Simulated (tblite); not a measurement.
Compound: C6H12OSi2.
Atom-mapped SMILES: `[CH3:1][C:2]#[C:3][Si@@H:4]1[O:5][SiH2:6][CH2:7][C@H:8]1[CH3:9]` (hydrogens: H10, H11, H12 on C1; H13 on Si4; H14, H15 on Si6; H16, H17 on C7; H18 on C8; H19, H20, H21 on C9)

Computed with GFN2-xTB (tblite), gas phase: L-BFGS steps from a force-field or distance-geometry start until the largest atomic force falls under 0.01 eV/Å.

Step 125: E = -721.6252 eV
```
atom  x, y, z in Å  |  force x, y, z in eV/Å
C1      4.1566    0.3554    0.8752    0.047   0.009   0.000
C2      2.8431   -0.0929    0.4766    0.026   0.004   0.031
C3      1.7467   -0.4720    0.1523   -0.032  -0.006  -0.020
Si4     0.0615   -0.9054   -0.4532   -0.014  -0.023   0.014
O5     -0.1064   -0.2782   -1.9607    0.002   0.009  -0.034
Si6    -1.1070    0.9928   -2.1877   -0.047   0.017  -0.031
C7     -2.0949    0.8995   -0.5589   -0.006  -0.025   0.002
C8     -1.2600    0.1261    0.4832   -0.002  -0.032   0.036
C9     -2.1461   -0.7092    1.4060   -0.006  -0.005   0.003
H10     4.8470   -0.4860    0.9052    0.018  -0.035  -0.001
H11     4.5253    1.0870    0.1558    0.003   0.007   0.030
H12     4.1155    0.8121    1.8638   -0.007   0.017  -0.008
H13    -0.1857   -2.3346   -0.5978   -0.005  -0.012   0.023
H14    -0.2729    2.1869   -2.2870   -0.019   0.038  -0.036
H15    -1.8741    0.6673   -3.3857    0.022   0.034   0.020
H16    -3.0259    0.3555   -0.7387    0.005  -0.011  -0.003
H17    -2.3868    1.8742   -0.1642   -0.009  -0.023  -0.027
H18    -0.7361    0.8638    1.1015   -0.003  -0.009   0.022
H19    -2.6485   -1.4928    0.8386    0.012   0.015   0.058
H20    -1.5493   -1.1799    2.1876   -0.016   0.005  -0.057
H21    -2.9108   -0.0980    1.8876    0.031   0.026  -0.021
```

Step 126: E = -721.6260 eV
```
atom  x, y, z in Å  |  force x, y, z in eV/Å
C1      4.1591    0.3507    0.8766    0.038  -0.003   0.007
C2      2.8453   -0.0986    0.4805    0.026   0.013   0.018
C3      1.7475   -0.4717    0.1537   -0.047  -0.011  -0.025
Si4     0.0626   -0.9026   -0.4560   -0.016  -0.002   0.026
O5     -0.1045   -0.2727   -1.9627    0.009   0.000  -0.025
Si6    -1.1092    0.9951   -2.1876   -0.043   0.017  -0.012
C7     -2.1026    0.8921   -0.5632    0.045  -0.033  -0.002
C8     -1.2620    0.1257    0.4805   -0.001  -0.001   0.011
C9     -2.1434   -0.7051    1.4113    0.006   0.017  -0.011
H10     4.8511   -0.4893    0.9051    0.014  -0.040   0.009
H11     4.5258    1.0814    0.1563    0.007   0.025   0.015
H12     4.1180    0.8090    1.8643    0.001   0.013  -0.001
H13    -0.1832   -2.3303   -0.6046   -0.010  -0.041   0.020
H14    -0.2792    2.1915   -2.2723   -0.005   0.062  -0.044
H15    -1.8674    0.6754   -3.3910    0.007   0.026  -0.001
H16    -3.0271    0.3415   -0.7463   -0.033  -0.044  -0.006
H17    -2.4038    1.8639   -0.1707   -0.011  -0.001  -0.007
H18    -0.7370    0.8704    1.0895   -0.010  -0.016   0.037
H19    -2.6446   -1.4926    0.8507   -0.004  -0.017   0.036
H20    -1.5457   -1.1682    2.1947    0.016  -0.016  -0.032
H21    -2.9083   -0.0940    1.8902    0.009   0.053  -0.013
```

Step 127: E = -721.6269 eV
```
atom  x, y, z in Å  |  force x, y, z in eV/Å
C1      4.1592    0.3445    0.8739    0.020  -0.012   0.012
C2      2.8439   -0.1056    0.4838    0.010   0.013  -0.004
C3      1.7447   -0.4746    0.1566   -0.039  -0.010  -0.019
Si4     0.0607   -0.9018   -0.4584   -0.011   0.014   0.017
O5     -0.0999   -0.2640   -1.9636    0.017  -0.021   0.003
Si6    -1.1046    1.0037   -2.1844   -0.044   0.018   0.015
C7     -2.1135    0.8791   -0.5702    0.014  -0.029  -0.006
C8     -1.2657    0.1252    0.4775   -0.001   0.026  -0.011
C9     -2.1393   -0.6976    1.4221    0.011   0.006  -0.007
H10     4.8519   -0.4951    0.8993    0.013  -0.033   0.022
H11     4.5212    1.0742    0.1511    0.015   0.036   0.003
H12     4.1189    0.8053    1.8602    0.018   0.006   0.007
H13    -0.1825   -2.3283   -0.6148   -0.017  -0.051   0.019
H14    -0.2761    2.2021   -2.2427    0.000   0.078  -0.045
H15    -1.8436    0.6960   -3.4009   -0.014   0.023  -0.020
H16    -3.0259    0.3098   -0.7651    0.006  -0.023   0.007
H17    -2.4383    1.8450   -0.1779    0.005  -0.047  -0.016
H18    -0.7390    0.8798    1.0737   -0.021  -0.028   0.040
H19    -2.6332   -1.5001    0.8757    0.001  -0.005   0.038
H20    -1.5378   -1.1414    2.2144    0.009  -0.010  -0.046
H21    -2.9099   -0.0846    1.8890    0.009   0.049  -0.009
```

Step 128: E = -721.6280 eV
```
atom  x, y, z in Å  |  force x, y, z in eV/Å
C1      4.1615    0.3386    0.8763    0.001  -0.017   0.017
C2      2.8444   -0.1079    0.4874    0.024   0.021  -0.024
C3      1.7444   -0.4681    0.1537   -0.047  -0.021  -0.013
Si4     0.0613   -0.8984   -0.4611   -0.007   0.020   0.003
O5     -0.1001   -0.2591   -1.9664    0.012  -0.025   0.022
Si6    -1.1087    1.0068   -2.1846   -0.010   0.010   0.032
C7     -2.1190    0.8728   -0.5731    0.008  -0.029  -0.013
C8     -1.2672    0.1251    0.4753    0.006   0.040  -0.040
C9     -2.1360   -0.6940    1.4260    0.005   0.016  -0.011
H10     4.8523   -0.5028    0.8991    0.007  -0.022   0.035
H11     4.5240    1.0686    0.1545    0.018   0.042  -0.008
H12     4.1198    0.8002    1.8622    0.037  -0.004   0.015
H13    -0.1750   -2.3262   -0.6163   -0.023  -0.051   0.014
H14    -0.2852    2.2081   -2.2372    0.009   0.089  -0.041
H15    -1.8380    0.7040   -3.4054   -0.041   0.010  -0.051
H16    -3.0258    0.2959   -0.7707   -0.002  -0.027   0.009
H17    -2.4530    1.8362   -0.1827    0.005  -0.045  -0.004
H18    -0.7406    0.8835    1.0662   -0.015  -0.016   0.049
H19    -2.6284   -1.5021    0.8888   -0.014  -0.028   0.006
H20    -1.5320   -1.1301    2.2190    0.030  -0.020  -0.008
H21    -2.9075   -0.0796    1.8884   -0.003   0.057   0.009
```

Question: Estimate the geometry and energy of step 129. (The exact step hangs on the optimiser's Hessian estimate; all steps are aligned on step 128, rigid shifts and turns removed.)

Answer: E = -721.6294 eV, largest force 0.070 eV/Å
```
atom  x, y, z in Å  |  force x, y, z in eV/Å
C1      4.1639    0.3298    0.8762   -0.019  -0.026   0.021
C2      2.8440   -0.1107    0.4894   -0.001   0.016  -0.055
C3      1.7415   -0.4593    0.1510   -0.018  -0.028   0.007
Si4     0.0594   -0.8948   -0.4632    0.006   0.007  -0.029
O5     -0.1002   -0.2529   -1.9691    0.001  -0.024   0.040
Si6    -1.1085    1.0149   -2.1832    0.040   0.047   0.034
C7     -2.1318    0.8569   -0.5819   -0.005  -0.007  -0.016
C8     -1.2716    0.1255    0.4707    0.011   0.053  -0.044
C9     -2.1300   -0.6859    1.4363    0.002   0.007  -0.012
H10     4.8516   -0.5150    0.8956   -0.005  -0.003   0.050
H11     4.5275    1.0595    0.1552    0.023   0.046  -0.017
H12     4.1217    0.7920    1.8618    0.061  -0.016   0.021
H13    -0.1709   -2.3248   -0.6176   -0.024  -0.028   0.011
H14    -0.2837    2.2212   -2.2119   -0.035   0.030  -0.032
H15    -1.8201    0.7315   -3.4190   -0.043   0.004  -0.043
H16    -3.0244    0.2600   -0.7878    0.012  -0.018   0.008
H17    -2.4898    1.8131   -0.1930    0.012  -0.066  -0.004
H18    -0.7456    0.8934    1.0503   -0.023  -0.015   0.043
H19    -2.6167   -1.5091    0.9179   -0.021  -0.029  -0.022
H20    -1.5196   -1.1040    2.2335    0.035  -0.010   0.013
H21    -2.9056   -0.0698    1.8883   -0.009   0.056   0.028
```

The energy changes by -0.0014 eV. The first-order estimate −F·Δx gives -0.0021 eV and the mean of the old and new forces, exact on a quadratic surface, -0.0014 eV. The step makes an angle of 84° with the force vector and moves no atom by more than 0.045 Å.

The cost below is that of the whole relaxation. Hardware: an Arm Neoverse N1 with one thread, no GPU, shared host with 64 logical CPUs at a one-minute load of 61. Cost: 2.8 s of wall time.
